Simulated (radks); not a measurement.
Problem. The table gives one normalised radial function P(r) = r R(r) of He in [He] (r in bohr). Method: scalar-relativistic Kohn-Sham, LDA (Slater exchange, Perdew-Wang correlation), spin-polarised, spherical densities, point nucleus; computed with a radial shooting solver on a logarithmic mesh with Libxc functionals.

r,P
0.03184,0.1407
0.03736,0.1633
0.04384,0.1891
0.05145,0.2186
0.06038,0.2520
0.07085,0.2897
0.08315,0.3318
0.09758,0.3784
0.1145,0.4295
0.1344,0.4848
0.1577,0.5435
0.1851,0.6048
0.2172,0.6672
0.2548,0.7285
0.2991,0.7863
0.3538,0.8397
0.4151,0.8801
0.4872,0.9066
0.5717,0.9158
0.6709,0.9049
0.7873,0.8722
0.9239,0.8174
1.084,0.7422
1.272,0.6502
1.493,0.5467
1.752,0.4386
2.056,0.3332
2.413,0.2377
2.832,0.1576
3.323,0.0961
3.9,0.0531

Which n and l does it have? It may be an empty orbital.

Solution. n = 1, l = 0: the number of nodes gives n - l - 1 = 0, the rise at small r (about r^(l+1)) gives l, and the extent must fit the shell. The curve is that of 1s. 1s: eigenvalue -15.518 eV, 0 radial nodes, <r> = 0.959 bohr, 90 % of the charge inside 1.76 bohr.
